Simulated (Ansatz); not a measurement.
Ansatz (a quantum-chemistry and plane-wave program) input (B3LYP/aug-cc-pV(D+d)Z): A basis named .json is the Basis Set Exchange file of that set (core-valence sets with the plain set on hydrogen).

Ansatz 0.2 input:
```yaml
crystal:
  periodic: [false, false, false]
  atoms:
    - {symbol: Cl, position_ang: [0.58266375, 0.35504815, -0.57093721]}
    - {symbol: H, position_ang: [-0.23320147, -0.10676234, 0.32125060]}
    - {symbol: C, position_ang: [-2.24198579, -1.25901628, 2.49836168]}
    - {symbol: N, position_ang: [-1.51771000, -0.83943879, 1.71870848]}
    - {symbol: H, position_ang: [-2.91776990, -1.65056591, 3.22575387]}
basis:
  gaussian:
    orbitals: aug-cc-pV_D+d_Z.json
hamiltonian:
  xc: {name: B3LYP}
magnetization: {spin_polarized: false}
```

Output:

```
Functional definition: B3LYP
integrals: 0.03 GiB planned
949 factors; their error is unknown
mean field: 0.30 GiB planned
mean field evaluation 1: about -15078.6778 eV, gradient 4.1e1 eV
mean field evaluation 2: about -15071.6318 eV, gradient 6.8e1 eV
mean field evaluation 4: about -15082.4563 eV, gradient 1.7e0 eV
mean field evaluation 8: about -15082.4622 eV, gradient 2.6e-2 eV
mean field evaluation 16: about -15082.5393 eV, gradient 9.3e-6 eV
mean field -15082.53926710 eV, -554.2730947537 hartree, gradient 9.3e-6 eV, S^2 0.000000; 0 other end points of the search recorded, 0 dependent functions left out
reference -15082.53954469 eV, -554.2731049547 hartree; 16, 16 occupied and 80, 80 virtual orbitals, 949 factors
Total energy: -15082.53954469 eV, -554.2731049547 hartree
```
